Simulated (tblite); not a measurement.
Species: C5H12SSeSi.
Numbering: `[CH3:1][S:2][Si@@H:3]1[C@H:4]([CH3:5])[C@@H:6]1[Se:7][CH3:8]` (hydrogens: H9, H10, H11 on C1; H12 on Si3; H13 on C4; H14, H15, H16 on C5; H17 on C6; H18, H19, H20 on C8)

Computed with GFN2-xTB (tblite), gas phase: L-BFGS steps from a force-field or distance-geometry start until the largest atomic force falls under 0.01 eV/Å.

Step 93: E = -678.2123 eV
```
atom  x, y, z in Å  |  force x, y, z in eV/Å
C1      3.1644   -1.3376    0.1040    0.019   0.024  -0.006
S2      1.4093   -1.5118    0.5747    0.065   0.007  -0.040
Si3     0.5806   -0.2992   -0.9657    0.035  -0.008  -0.059
C4      0.0935    1.4840   -0.5744   -0.085   0.039   0.011
C5      0.2844    2.0907    0.7943   -0.010   0.016  -0.035
C6     -1.0975    0.5316   -0.7411   -0.029  -0.013  -0.030
Se7    -2.2568    0.1682    0.7780   -0.011   0.015   0.032
C8     -3.1631   -1.3454   -0.0414    0.024  -0.083   0.029
H9      3.3338   -1.8275   -0.8505   -0.013  -0.001   0.027
H10     3.7505   -1.8223    0.8781   -0.038  -0.010  -0.008
H11     3.4328   -0.2873    0.0391   -0.030  -0.038   0.038
H12     1.0554   -0.6214   -2.2991   -0.014  -0.015  -0.003
H13     0.1535    2.2278   -1.3636   -0.003   0.000  -0.017
H14     1.2367    2.6130    0.8602   -0.013   0.019   0.034
H15     0.2483    1.3131    1.5555    0.043  -0.003   0.048
H16    -0.5259    2.7954    0.9935    0.060   0.007   0.031
H17    -1.7119    0.7053   -1.6192    0.023  -0.030  -0.036
H18    -2.4234   -2.0544   -0.4104    0.015   0.058   0.022
H19    -3.7981   -0.9972   -0.8504   -0.006   0.023  -0.075
H20    -3.7715   -1.8145    0.7254   -0.031  -0.007   0.038
```

Step 94: E = -678.2143 eV
```
atom  x, y, z in Å  |  force x, y, z in eV/Å
C1      3.1449   -1.3324    0.1152    0.011   0.024   0.006
S2      1.3826   -1.5286    0.5499    0.066   0.006  -0.042
Si3     0.5668   -0.2996   -0.9851    0.026  -0.020  -0.069
C4      0.0935    1.4830   -0.5779   -0.056   0.023  -0.006
C5      0.2977    2.0832    0.7913   -0.020   0.020  -0.034
C6     -1.1058    0.5411   -0.7467   -0.015   0.015  -0.005
Se7    -2.2576    0.1751    0.7786   -0.006   0.000   0.013
C8     -3.1454   -1.3531   -0.0341    0.011  -0.099   0.007
H9      3.3396   -1.8209   -0.8341   -0.013  -0.006  -0.012
H10     3.7232   -1.8101    0.8988   -0.040  -0.020   0.018
H11     3.4017   -0.2795    0.0568   -0.027  -0.020   0.029
H12     1.0378   -0.6072   -2.3246   -0.022  -0.019   0.025
H13     0.1613    2.2264   -1.3670   -0.019   0.011  -0.001
H14     1.2561    2.5927    0.8567    0.022   0.025   0.023
H15     0.2522    1.3077    1.5535    0.041  -0.023   0.039
H16    -0.4998    2.7998    0.9925    0.020   0.031   0.043
H17    -1.7257    0.7313   -1.6176    0.029  -0.043  -0.044
H18    -2.3948   -2.0505   -0.4046    0.005   0.056   0.043
H19    -3.7838   -1.0168   -0.8461   -0.008   0.030  -0.061
H20    -3.7496   -1.8310    0.7316   -0.005   0.008   0.025
```

Problem. Estimate the geometry and energy of step 95. (The exact step hangs on the optimiser's Hessian estimate; all steps are aligned on step 94, rigid shifts and turns removed.)

Solution. E = -678.2158 eV, largest force 0.072 eV/Å
```
atom  x, y, z in Å  |  force x, y, z in eV/Å
C1      3.1288   -1.3284    0.1242    0.005   0.011   0.004
S2      1.3622   -1.5413    0.5307    0.050   0.010  -0.051
Si3     0.5571   -0.2994   -1.0010    0.006  -0.020  -0.038
C4      0.0904    1.4823   -0.5804   -0.007   0.010  -0.009
C5      0.3079    2.0784    0.7884   -0.009   0.035  -0.015
C6     -1.1125    0.5463   -0.7496   -0.015   0.031   0.008
Se7    -2.2556    0.1752    0.7829    0.007   0.001  -0.019
C8     -3.1312   -1.3606   -0.0289   -0.008  -0.052  -0.013
H9      3.3420   -1.8153   -0.8215   -0.010   0.002  -0.031
H10     3.7007   -1.8021    0.9142   -0.038  -0.025   0.039
H11     3.3751   -0.2734    0.0719   -0.015  -0.004   0.019
H12     1.0253   -0.5942   -2.3442   -0.022  -0.028   0.028
H13     0.1641    2.2242   -1.3706   -0.036   0.023   0.017
H14     1.2716    2.5784    0.8500    0.030   0.016   0.014
H15     0.2585    1.3052    1.5534    0.034  -0.022   0.011
H16    -0.4780    2.8059    0.9943   -0.003   0.029   0.042
H17    -1.7356    0.7481   -1.6159    0.025  -0.056  -0.033
H18    -2.3735   -2.0480   -0.3995    0.028   0.010   0.051
H19    -3.7667   -1.0288   -0.8453   -0.021   0.033  -0.047
H20    -3.7356   -1.8417    0.7341   -0.001  -0.004   0.024
```

The energy changes by -0.0015 eV. The first-order estimate −F·Δx gives -0.0022 eV and the mean of the old and new forces, exact on a quadratic surface, -0.0015 eV. The step makes an angle of 84° with the force vector and moves no atom by more than 0.031 Å.

What follows is the cost of the whole relaxation. On an AMD EPYC 9R45 with one thread, shared host, this took 1.2 s.
